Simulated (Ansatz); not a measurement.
Reaction (redistribution): `O[SiH](I)CF` + `O[SiH2][SiH3]` → `O[SiH](O)CF` + `[SiH3][SiH2]I`

Calculated with Ansatz (gas phase, PBE0-D4/def2-TZVP geometries, no zero-point term in ΔE). CCSD(T)/CBS adds triple-zeta CCSD(T) − MP2 to the extrapolated MP2 energy (def2 sets, frozen cores). def2 core potentials past Kr. For I outer-core shells are correlated without core-valence functions, which leaves a few kJ/mol of doubt a bond. One conformer a species, not always the lowest.

`O[SiH](I)CF`:

Cartesian coordinates in Å:
```
O -0.749 -0.570 1.652
Si -0.310 0.494 0.496
I 1.666 1.786 1.155
C 0.211 -0.318 -1.124
F -0.826 -1.085 -1.638
H -0.102 -1.200 1.975
H -1.456 1.407 0.325
H 1.086 -0.962 -0.981
H 0.480 0.448 -1.861
```

`O[SiH2][SiH3]`:

Z-matrix (Å, degrees):
```
Si
Si 1 2.347
O 1 1.654 2 112.4
H 1 1.484 2 110.6 3 117.6
H 1 1.493 2 108.5 3 -123.5
H 2 1.489 1 110.0 3 177.8
H 2 1.491 1 110.1 3 58.6
H 2 1.488 1 111.4 3 -61.5
H 3 0.958 1 117.6 2 -58.8
```

`O[SiH](O)CF`:

Z-matrix (Å, degrees):
```
Si
O 1 1.634
C 1 1.892 2 111.6
O 1 1.640 2 109.6 3 -118.0
H 1 1.480 2 105.5 3 120.5
H 2 0.958 1 117.8 3 76.3
F 3 1.403 1 108.2 2 -163.5
H 3 1.096 1 111.8 2 -45.1
H 3 1.094 1 113.2 2 76.9
H 4 0.960 1 116.1 2 151.6
```

`[SiH3][SiH2]I`:

```xyz
8

Si   -0.186    0.036    1.209
Si    0.018   -0.232   -1.102
I     1.505    1.531   -1.930
H    -1.080   -1.011    1.773
H    -0.758    1.378    1.492
H     1.158   -0.075    1.831
H     0.624   -1.538   -1.468
H    -1.282   -0.089   -1.805
```

```json
{"species": "`O[SiH](I)CF`", "SCS-MP2/def2-TZVPP energy (Eh)": "-801.49114"}
{"species": "`O[SiH2][SiH3]`", "SCS-MP2/def2-TZVPP energy (Eh)": "-656.82586"}
{"species": "`O[SiH](O)CF`", "SCS-MP2/def2-TZVPP energy (Eh)": "-580.12559"}
{"species": "`[SiH3][SiH2]I`", "SCS-MP2/def2-TZVPP energy (Eh)": "-878.20186"}
```

(1) Work out ΔE.

Largest T1 diagnostic among the species: 0.012.

Answers

(1) ΔE = (-580.12559) + (-878.20186) − (-801.49114) − (-656.82586) = -0.01045 Eh = -6.6 kcal/mol. CCSD(T)/CBS gives -6.9 kcal/mol.

From PBE to PBE0 (25 % exact exchange), in def2-TZVPP and without D4, ΔE moves by −0.9 kcal/mol.
